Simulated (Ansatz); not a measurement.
Relaxation of BFH$_{3}$NS (7 atoms, charge 0, multiplicity 1), to a largest force component of 0.02 eV/Å in at most 50 steps.

Computed with RKS PBE0/def2-SVP (Ansatz).

```xyz
7
Properties=species:S:1:pos:R:3
N -0.159 0.722 0.593
B 0.224 -0.562 0.225
F 0.639 -1.392 1.179
S 0.182 -1.170 -1.481
H -0.489 1.431 -0.037
H -0.125 1.022 1.552
H -0.272 -0.051 -2.031
```

Task: Where does it end, and by what steps?

Result: The forces met the threshold. After 4 steps the energy has fallen by 0.021 eV; H7 moved furthest, 0.04 Å.

```csv
step,energy less start (eV),largest force component (eV/Å),accepted
0,0.0000,0.814,yes
1,-0.0176,0.289,yes
2,-0.0188,0.200,yes
3,-0.0207,0.050,yes
4,-0.0209,0.016,yes
```

```xyz
7
Properties=species:S:1:pos:R:3
N -0.164 0.740 0.607
B 0.218 -0.550 0.225
F 0.641 -1.403 1.164
S 0.192 -1.196 -1.485
H -0.495 1.454 -0.023
H -0.122 1.026 1.577
H -0.271 -0.070 -2.066
```

The run took 13 s on 1 CPU thread of a shared host.
